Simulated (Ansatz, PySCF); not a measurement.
This Ansatz (a quantum-chemistry and plane-wave program) input computes a r2SCAN/def2-TZVPD energy:

Ansatz 0.2 input:
```yaml
crystal:
  periodic: [false, false, false]
  atoms:
    - {symbol: Bi, position_ang: [-0.24924664, 0.00000000, -0.00000000]}
    - {symbol: F, position_ang: [1.14930395, 0.00000000, 1.58850821]}
    - {symbol: F, position_ang: [1.14930395, 0.00000000, -1.58850821]}
basis:
  gaussian:
    orbitals: def2-TZVPD
hamiltonian:
  xc: {name: r2SCAN}
total_charge: -1
output: {forces: true}
```

### Question
Write an input for the same energy in PySCF and say what it gives.

### Answer

```python
from pyscf import gto, scf, dft

mol = gto.M(
    atom='''
    Bi   -0.24924664    0.00000000   -0.00000000
    F     1.14930395    0.00000000    1.58850821
    F     1.14930395    0.00000000   -1.58850821
    ''',
    basis='def2-tzvpd',
    ecp='def2-tzvp',
    charge=-1,
    spin=0,
    verbose=4,
)

mf = dft.RKS(mol, xc='r2scan').density_fit(auxbasis='def2-universal-jkfit')
mf.grids.level = 4
mf.conv_tol = 1e-9
mf.max_cycle = 100
mf.max_memory = 1500
mf.kernel()
if not mf.converged:
    mf = mf.newton()
    mf.kernel(mf.make_rdm1())
mf.analyze()
```
It gives -414.52557 Eh, and Ansatz -414.52555 Eh, a difference of 0.02 mEh, from the treatment of integrals and grids.
